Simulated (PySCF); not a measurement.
1-chloro-1-fluoroethene (C2H2ClF), SMILES C=C(F)Cl.

The structure is a stationary point at TPSSh-D3(BJ)/def2-SVP.

These are TPSSh-D3(BJ)/def2-SVP (PySCF) values and carry that method's errors.

Frequencies are harmonic and unscaled.

Computed normal modes with their intensities:
```csv
mode,ν (cm⁻¹),IR (km/mol),Raman (Å⁴/amu),depolarisation,moving atoms (share of kinetic energy)
1,368,0.2,3.6,0.68,"C 36 %, F 23 %, H 23 %, Cl 18 %"
2,429,0.7,3.3,0.63,"F 45 %, Cl 32 %, C 12 %, H 10 %"
3,536,0.3,4.3,0.75,"C 79 %, H 14 %"
4,691,49.0,7.1,0.18,"C 49 %, Cl 25 %, H 17 %, F 9 %"
5,718,0.2,3.9,0.75,H 91 %
6,839,57.6,2.3,0.75,"H 74 %, C 26 %"
7,957,34.8,4.8,0.21,"H 45 %, F 28 %, C 27 %"
8,1210,200.0,3.4,0.35,"C 68 %, H 17 %, F 15 %"
9,1394,5.4,12.0,0.62,"H 84 %, C 14 %"
10,1723,165.8,20.2,0.12,C 91 %
11,3186,3.5,105.9,0.13,H 95 %
12,3302,0.4,61.0,0.75,"H 89 %, C 11 %"
```
